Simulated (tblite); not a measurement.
Record of a relaxation.

C₃H₅BF₂S₂.
SMILES with atom numbers: `[F:1][BH:2][C@@H:3]1[S:4][CH2:5][C@@H:6]([F:7])[S:8]1` (hydrogens: H9 on B2; H10 on C3; H11, H12 on C5; H13 on C6)

Computed with GFN2-xTB (tblite), gas phase: L-BFGS steps from a force-field or distance-geometry start until the largest atomic force falls under 0.01 eV/Å. 14 of its 139 geometries are shown.

Step 0: E = -711.8307 eV, largest atomic force 3.435 eV/Å
```
atom  x, y, z in Å  |  force x, y, z in eV/Å
F1      2.474    0.987   -0.717   -0.865  -2.691   1.951
B2      2.011   -0.165    0.030    0.307   2.075  -2.527
C3      0.968    0.001    1.202   -0.206  -0.299  -1.052
S4     -0.287   -1.312    0.948    0.089  -1.598   0.745
C5     -0.985   -0.666   -0.595    1.111  -0.121  -0.418
C6     -1.417    0.725   -0.237    0.025   0.203  -0.564
F7     -2.649    0.727    0.353    0.299   0.144  -0.037
S8     -0.126    1.431    0.865   -0.193   1.582   0.332
H9      2.002   -1.185   -0.593    0.621   0.451   0.327
H10     1.379    0.012    2.209   -0.557   0.028   0.078
H11    -1.781   -1.304   -1.008    0.348   0.240   0.449
H12    -0.127   -0.579   -1.311   -0.776  -0.217   0.262
H13    -1.466    1.329   -1.163   -0.203   0.203   0.453
```

Step 11: E = -712.6134 eV, largest atomic force 0.146 eV/Å
```
atom  x, y, z in Å  |  force x, y, z in eV/Å
F1      2.496    0.924   -0.598    0.062  -0.016   0.030
B2      1.937   -0.142   -0.090    0.056   0.086   0.005
C3      0.873   -0.005    1.077   -0.020  -0.059   0.031
S4     -0.287   -1.402    0.958    0.047  -0.033   0.101
C5     -0.936   -0.667   -0.567   -0.049  -0.085   0.080
C6     -1.378    0.748   -0.234    0.005   0.016  -0.017
F7     -2.603    0.731    0.368   -0.029   0.006  -0.065
S8     -0.170    1.518    0.905    0.031   0.009  -0.025
H9      2.169   -1.179   -0.590    0.138   0.029   0.024
H10     1.267    0.027    2.093    0.065  -0.028  -0.023
H11    -1.772   -1.274   -0.901   -0.096   0.028  -0.093
H12    -0.133   -0.647   -1.308   -0.142  -0.022  -0.027
H13    -1.467    1.369   -1.130   -0.067   0.068  -0.021
```

Step 21: E = -712.6542 eV, largest atomic force 0.186 eV/Å
```
atom  x, y, z in Å  |  force x, y, z in eV/Å
F1      2.583    0.966   -0.511   -0.024  -0.024   0.022
B2      2.010   -0.126   -0.080    0.145   0.116   0.003
C3      0.880   -0.027    1.026   -0.097  -0.011   0.001
S4     -0.299   -1.412    0.944    0.084  -0.027   0.051
C5     -1.015   -0.683   -0.556   -0.016  -0.047   0.005
C6     -1.411    0.749   -0.236    0.058   0.036  -0.049
F7     -2.646    0.776    0.351    0.094  -0.009   0.039
S8     -0.167    1.503    0.879    0.003  -0.050   0.017
H9      2.379   -1.139   -0.540   -0.035  -0.052  -0.001
H10     1.305   -0.002    2.033   -0.074  -0.008  -0.007
H11    -1.889   -1.252   -0.862   -0.050  -0.068   0.050
H12    -0.247   -0.724   -1.332   -0.080   0.116  -0.048
H13    -1.488    1.371   -1.132   -0.009   0.028  -0.084
```

Step 32: E = -712.6716 eV, largest atomic force 0.055 eV/Å
```
atom  x, y, z in Å  |  force x, y, z in eV/Å
F1      2.655    1.001   -0.447   -0.006   0.029   0.011
B2      2.081   -0.102   -0.051    0.019  -0.027   0.037
C3      0.891   -0.037    0.996    0.003   0.055   0.002
S4     -0.263   -1.437    0.888    0.009  -0.012  -0.007
C5     -1.070   -0.698   -0.562    0.007   0.009  -0.003
C6     -1.420    0.749   -0.246    0.005  -0.013  -0.017
F7     -2.637    0.820    0.371    0.015  -0.009  -0.002
S8     -0.149    1.491    0.846   -0.018   0.001  -0.020
H9      2.483   -1.110   -0.492   -0.013  -0.036  -0.023
H10     1.270   -0.021    2.021    0.010  -0.011   0.004
H11    -1.971   -1.270   -0.778   -0.003   0.024   0.005
H12    -0.379   -0.739   -1.405    0.002  -0.025  -0.005
H13    -1.496    1.355   -1.157   -0.030   0.016   0.017
```

Step 42: E = -712.6729 eV, largest atomic force 0.026 eV/Å
```
atom  x, y, z in Å  |  force x, y, z in eV/Å
F1      2.665    1.001   -0.435    0.015   0.002   0.008
B2      2.087   -0.103   -0.044    0.002  -0.008   0.002
C3      0.894   -0.032    0.998    0.003   0.004  -0.003
S4     -0.257   -1.435    0.880   -0.015   0.001  -0.001
C5     -1.069   -0.697   -0.568    0.002  -0.013   0.003
C6     -1.418    0.749   -0.251   -0.005  -0.016   0.003
F7     -2.630    0.808    0.379    0.003   0.009   0.009
S8     -0.145    1.494    0.835   -0.012   0.017  -0.015
H9      2.477   -1.113   -0.495   -0.001  -0.001  -0.008
H10     1.265   -0.018    2.027    0.001   0.001  -0.001
H11    -1.976   -1.264   -0.771    0.005  -0.002  -0.009
H12    -0.387   -0.750   -1.417    0.000   0.012   0.001
H13    -1.511    1.360   -1.156    0.001  -0.008   0.012
```

Step 53: E = -712.6784 eV, largest atomic force 0.410 eV/Å
```
atom  x, y, z in Å  |  force x, y, z in eV/Å
F1      2.946    0.914   -0.138   -0.183  -0.367   0.007
B2      2.146   -0.123   -0.013    0.225   0.256  -0.037
C3      0.896    0.010    0.948    0.009  -0.116   0.088
S4     -0.265   -1.384    0.869   -0.047  -0.084  -0.071
C5     -1.093   -0.696   -0.595    0.048  -0.082  -0.022
C6     -1.471    0.732   -0.250   -0.034  -0.008  -0.019
F7     -2.573    0.723    0.564    0.070   0.104  -0.103
S8     -0.076    1.559    0.606   -0.176  -0.048  -0.083
H9      2.398   -1.107   -0.603    0.021   0.129  -0.024
H10     1.201    0.073    1.995    0.034   0.089   0.019
H11    -1.976   -1.295   -0.817    0.018   0.061   0.112
H12    -0.409   -0.725   -1.445    0.046   0.046   0.029
H13    -1.728    1.319   -1.140   -0.033   0.020   0.103
```

Step 64: E = -712.7005 eV, largest atomic force 0.146 eV/Å
```
atom  x, y, z in Å  |  force x, y, z in eV/Å
F1      3.168    0.746    0.125   -0.089  -0.065   0.079
B2      2.199   -0.130    0.029    0.023   0.142  -0.027
C3      0.904    0.043    0.929   -0.009  -0.101  -0.027
S4     -0.241   -1.375    0.833    0.096   0.043   0.002
C5     -1.109   -0.707   -0.613   -0.038  -0.005  -0.004
C6     -1.511    0.709   -0.255    0.057   0.015  -0.016
F7     -2.516    0.690    0.668   -0.005   0.054   0.077
S8     -0.037    1.568    0.395   -0.043   0.007   0.029
H9      2.341   -0.998   -0.745   -0.038  -0.009  -0.049
H10     1.123    0.191    1.988    0.033   0.018   0.019
H11    -1.987   -1.326   -0.784   -0.007  -0.026  -0.056
H12    -0.451   -0.695   -1.484   -0.018  -0.089   0.044
H13    -1.887    1.285   -1.105    0.038   0.017  -0.072
```

Step 74: E = -712.7354 eV, largest atomic force 0.150 eV/Å
```
atom  x, y, z in Å  |  force x, y, z in eV/Å
F1      3.337    0.452    0.530   -0.010  -0.050  -0.108
B2      2.243   -0.082    0.046    0.024  -0.060   0.034
C3      0.912    0.087    0.888    0.080   0.057   0.015
S4     -0.179   -1.372    0.793    0.009  -0.019   0.022
C5     -1.161   -0.748   -0.604   -0.030   0.017  -0.013
C6     -1.524    0.685   -0.273    0.027   0.018  -0.027
F7     -2.445    0.720    0.732   -0.027   0.041   0.013
S8     -0.001    1.563    0.216   -0.026  -0.014   0.031
H9      2.306   -0.680   -0.964    0.004   0.137   0.062
H10     1.095    0.298    1.946   -0.083  -0.075  -0.056
H11    -2.047   -1.377   -0.681   -0.001   0.034   0.011
H12    -0.589   -0.781   -1.531    0.056  -0.046   0.041
H13    -1.951    1.237   -1.117   -0.022  -0.038  -0.026
```

Step 85: E = -712.7573 eV, largest atomic force 0.089 eV/Å
```
atom  x, y, z in Å  |  force x, y, z in eV/Å
F1      3.361    0.234    0.524    0.068   0.035   0.045
B2      2.190   -0.054    0.019    0.005  -0.057  -0.021
C3      0.908    0.082    0.934    0.001   0.006  -0.047
S4     -0.200   -1.365    0.869   -0.016  -0.011  -0.001
C5     -1.134   -0.765   -0.569    0.018  -0.014   0.028
C6     -1.496    0.680   -0.297   -0.008  -0.019   0.003
F7     -2.468    0.756    0.661   -0.034  -0.004  -0.049
S8     -0.004    1.561    0.268    0.004   0.045   0.061
H9      2.156   -0.376   -1.107   -0.055  -0.013  -0.009
H10     1.103    0.270    1.990    0.025   0.031   0.007
H11    -2.025   -1.380   -0.668   -0.023  -0.022   0.015
H12    -0.515   -0.840   -1.461    0.000   0.010  -0.050
H13    -1.881    1.197   -1.183    0.014   0.013   0.017
```

Step 96: E = -712.7679 eV, largest atomic force 0.034 eV/Å
```
atom  x, y, z in Å  |  force x, y, z in eV/Å
F1      3.344    0.186    0.446    0.009   0.000   0.005
B2      2.142   -0.051   -0.017   -0.004   0.022  -0.021
C3      0.911    0.080    0.967    0.008  -0.001   0.004
S4     -0.205   -1.357    0.917    0.013  -0.009  -0.002
C5     -1.101   -0.763   -0.547   -0.015  -0.007  -0.005
C6     -1.480    0.685   -0.306    0.031   0.004   0.014
F7     -2.559    0.762    0.528   -0.002  -0.003  -0.017
S8     -0.064    1.573    0.443   -0.003  -0.006  -0.008
H9      2.044   -0.325   -1.152   -0.014  -0.007   0.019
H10     1.180    0.234    2.013   -0.007  -0.001  -0.011
H11    -1.990   -1.382   -0.653   -0.031   0.010  -0.008
H12    -0.472   -0.851   -1.431    0.018   0.006   0.019
H13    -1.756    1.211   -1.227   -0.002  -0.009   0.010
```

Step 106: E = -712.7684 eV, largest atomic force 0.011 eV/Å
```
atom  x, y, z in Å  |  force x, y, z in eV/Å
F1      3.341    0.187    0.431    0.005   0.009   0.001
B2      2.135   -0.047   -0.021   -0.009  -0.006   0.000
C3      0.911    0.078    0.972   -0.002  -0.002   0.003
S4     -0.204   -1.360    0.922   -0.003   0.002  -0.003
C5     -1.097   -0.764   -0.544   -0.001  -0.001   0.001
C6     -1.474    0.686   -0.305    0.004   0.001   0.000
F7     -2.566    0.762    0.513    0.000   0.002   0.001
S8     -0.069    1.572    0.460    0.005   0.000  -0.001
H9      2.025   -0.325   -1.154    0.001   0.002  -0.005
H10     1.185    0.229    2.016    0.003  -0.001   0.006
H11    -1.990   -1.377   -0.656   -0.005  -0.005   0.000
H12    -0.461   -0.852   -1.423    0.002   0.000  -0.001
H13    -1.740    1.210   -1.229    0.000  -0.001  -0.003
```

Step 117: E = -712.7716 eV, largest atomic force 0.604 eV/Å
```
atom  x, y, z in Å  |  force x, y, z in eV/Å
F1      3.186    0.613    0.294   -0.518  -0.290  -0.114
B2      2.059   -0.007   -0.036    0.296   0.254   0.128
C3      0.905   -0.094    1.043    0.171   0.007  -0.054
S4     -0.307   -1.437    0.946    0.065   0.009   0.082
C5     -1.113   -0.777   -0.539   -0.045   0.062  -0.022
C6     -1.378    0.701   -0.316   -0.005   0.018   0.014
F7     -2.485    0.869    0.469    0.081   0.017  -0.083
S8      0.063    1.490    0.515   -0.076  -0.122  -0.066
H9      1.961   -0.391   -1.143    0.000   0.048   0.095
H10     1.200    0.022    2.088   -0.074  -0.018  -0.115
H11    -2.061   -1.303   -0.673    0.144   0.001  -0.003
H12    -0.463   -0.910   -1.405   -0.060  -0.052   0.039
H13    -1.573    1.224   -1.261    0.020   0.066   0.100
```

Step 127: E = -712.8043 eV, largest atomic force 0.142 eV/Å
```
atom  x, y, z in Å  |  force x, y, z in eV/Å
F1      3.024    0.728    0.225    0.113   0.060   0.062
B2      1.895    0.109   -0.075   -0.111  -0.041  -0.033
C3      0.907   -0.223    1.099    0.052  -0.039  -0.012
S4     -0.368   -1.483    1.016   -0.023  -0.004  -0.020
C5     -1.095   -0.805   -0.508   -0.023   0.001   0.019
C6     -1.253    0.699   -0.345   -0.077   0.006  -0.013
F7     -2.406    0.981    0.334    0.053  -0.020  -0.065
S8      0.146    1.411    0.617    0.009   0.034  -0.055
H9      1.731   -0.182   -1.199   -0.040   0.021   0.021
H10     1.260   -0.149    2.125    0.011  -0.009  -0.009
H11    -2.071   -1.268   -0.642    0.000   0.003   0.020
H12    -0.452   -1.038   -1.355    0.004   0.016   0.014
H13    -1.323    1.222   -1.308    0.033  -0.029   0.071
```

Step 138: E = -712.8138 eV, largest atomic force 0.009 eV/Å
```
atom  x, y, z in Å  |  force x, y, z in eV/Å
F1      2.976    0.768    0.224   -0.003  -0.001   0.000
B2      1.821    0.182   -0.087    0.000  -0.001   0.007
C3      0.914   -0.285    1.107    0.009  -0.002  -0.002
S4     -0.385   -1.512    1.036    0.002  -0.004   0.004
C5     -1.105   -0.822   -0.483    0.001   0.000   0.002
C6     -1.197    0.692   -0.360    0.005  -0.001  -0.004
F7     -2.376    1.050    0.224    0.002  -0.001   0.002
S8      0.167    1.374    0.682   -0.007   0.001   0.001
H9      1.622   -0.046   -1.218    0.000   0.001  -0.001
H10     1.313   -0.246    2.116   -0.005   0.001  -0.006
H11    -2.104   -1.245   -0.593    0.003   0.008   0.001
H12    -0.486   -1.102   -1.333   -0.003   0.004   0.000
H13    -1.166    1.193   -1.334   -0.002  -0.005  -0.004
```

Q: Summarise the path.

A: The energy falls by 94.86 kJ/mol from step 0 to step 138; nine tenths of that is first reached at step 69. It rises by more than 0.2 meV at steps 53, 114, 117, 120, 126 and 129. The largest force goes from 3.435 to 0.009 eV/Å. Among the bonds F1–B2 changes most, from 1.449 to 1.332 Å; the atoms move by 0.594 Å rms after alignment.

The cost below is that of the whole relaxation. Time: 1.5 s of wall time. Hardware: one thread, Arm Neoverse N1 (aarch64), shared host.
